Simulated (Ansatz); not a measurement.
AlF₂H₃Si, SMILES `F[SiH](F)[AlH2]`. The species carries charge 0 and has multiplicity 1.

Cartesian coordinates in Å:
```
F 1.873 0.682 -0.829
Si 0.914 -0.439 -0.204
F 1.573 -0.881 1.188
Al -1.323 0.544 0.224
H 1.026 -1.619 -1.102
H -2.607 -0.082 -0.467
H -1.454 1.794 1.189
```

Q: List the harmonic frequencies (cm⁻¹, unscaled) at PBE0-D4/def2-TZVP in Ansatz. (Best estimate.)

A: The calculation gave: 33, 126, 178, 295, 379, 455, 549, 756, 813, 826, 866, 913, 1922, 1937, 2212.

Q: Is this a minimum?

A: Yes, all 15 modes are real.

Q: Give the ideal-gas thermochemistry at 298.15 K and 1 bar (rigid rotor, harmonic oscillator; point group Cs, symmetry number 1).

A: Zero-point energy 73.3 kJ/mol; H(298) − E = 93.0 kJ/mol; entropy 342.9 J/(mol·K), of which translation 165.8, rotation 111.2, vibration 65.9; G(298) − E = -9.2 kJ/mol. Modes under 100 cm⁻¹ are hindered rotations or soft bends, so the harmonic entropy is rough.

Q: Rotational constants (cm⁻¹)?

A: 0.2178, 0.08836, 0.07062.
